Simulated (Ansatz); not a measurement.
`N[SiH](F)S` + NH₃ → `N[SiH](N)F` + H₂S  (ligand exchange at the Si–S bond)

Isolated molecules relaxed with PBE0-D4/def2-TZVP in Ansatz; ΔE leaves out vibrations. CBS: MP2 limit from def2 TZ/QZ plus the TZ coupled-cluster correction, frozen cores. This one scheme is used for every species. DFT in def2-TZVPP. B3LYP here is the variant with VWN-RPA as its local correlation; programs differ in this. HSE06 is defined as in plane-wave codes. One conformer a species, not always the lowest.

```
             level  ΔE (kJ/mol)  difference from CCSD(T)/CBS
       LDA (SPW92)         -4.2                          1.6
            PBE-D4          4.1                          9.9
         revPBE-D4          4.6                         10.4
           BLYP-D4         -3.5                          2.3
         r2SCAN-D4         -2.6                          3.2
            B97M-V         -3.0                          2.8
           PBE0-D4          0.5                          6.3
          B3LYP-D4         -6.2                         -0.4
        r2SCANh-D4         -3.4                          2.4
        r2SCAN0-D4         -4.6                          1.2
          HSE06-D4          0.6                          6.4
          BHLYP-D4         -9.8                         -4.0
      CAM-B3LYP-D4        -11.6                         -5.8
           ωB97X-V         -5.5                          0.3
           ωB97M-V         -6.3                         -0.5
          PBE-QIDH         -3.8                          2.0
               PBE          2.8                          8.6
            revPBE          4.6                         10.4
              BLYP         -6.0                         -0.2
            r2SCAN         -2.8                          3.0
              PBE0         -0.8                          5.0
             B3LYP         -8.6                         -2.8
             HSE06         -0.7                          5.1
             BHLYP        -13.1                         -7.3
         CAM-B3LYP        -13.1                         -7.3
           LC-ωPBE         -5.9                         -0.1
RPA@PBE/def2-TZVPP        -10.0                         -4.2
      MP2/def2-SVP         -7.5                         -1.7
     CCSD/def2-SVP        -10.7                         -4.9
  CCSD(T)/def2-SVP         -8.9                         -3.1
     HF/def2-TZVPP        -17.5                        -11.7
    MP2/def2-TZVPP         -5.4                          0.4
SCS-MP2/def2-TZVPP         -8.8                         -3.0
   CCSD/def2-TZVPP        -10.9                         -5.1
CCSD(T)/def2-TZVPP         -8.2                         -2.4
     HF/def2-QZVPP        -18.5                        -12.7
    MP2/def2-QZVPP         -4.3                          1.5
SCS-MP2/def2-QZVPP         -7.8                         -2.0
      HF/CBS(def2)        -18.7                        -12.9
    CCSD/CBS(def2)         -8.4                         -2.6
       CCSD(T)/CBS         -5.8                            0
```

Largest T1 diagnostic among the species: 0.011.

Leaving LDA and LC-ωPBE aside and taking each functional with its dispersion term where it has one, the values spread over 16.2 kJ/mol, from CAM-B3LYP-D4 to revPBE-D4. LDA lies −7.0 kJ/mol from PBE without D4. At CCSD(T), def2-SVP lies −3.1 kJ/mol from the extrapolated value and def2-TZVPP −2.5 kJ/mol.
